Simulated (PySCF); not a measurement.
Precursor series Nb Cl-F. Gas-phase values, no solvent. In the def2 sets, heavy atoms carry core potentials. All members: neutral, multiplicity 1. Level: TPSSh-D3(BJ)/def2-TZVP // PBE-D3(BJ)/def2-SVP (PySCF), beside PBE-D3(BJ)/def2-TZVP // PBE-D3(BJ)/def2-SVP (PySCF) at the same geometries. 

```
species        HOMO–LUMO gap, PBE (eV)  HOMO–LUMO gap, TPSSh-D3(BJ) (eV)
-------------  -----------------------  --------------------------------
[Nb(Cl)5]                         2.83                              3.70
[Nb(Cl)4(F)]                      3.23                              4.13
[Nb(Cl)3(F)2]                     4.10                              5.10
[Nb(Cl)2(F)3]                     4.15                          withheld
[Nb(Cl)(F)4]                      5.26                              6.29
[Nb(F)5]                          5.88                              7.13
```

Task: Fit y = a + b·x, y being the HOMO–LUMO gap at the first level, to the 5 complete rows by least squares, with x = the PBE value in eV. Give a, b and the rms residual, and predict the withheld value.

Result: Means of the 5 rows: x̄ = 4.26, ȳ = 5.27 eV. Σ(x − x̄)² = 6.7558 and Σ(x − x̄)(y − ȳ) = 7.4797, so b = 1.107 and a = ȳ − b·x̄ = 0.554 eV. The rms residual is 0.049 eV. At x = 4.15 the line gives 5.15 eV. The run for [Nb(Cl)2(F)3] gave 5.15 eV, so the line is off by 0.00 eV, within twice the rms residual.

Codes: PySCF.
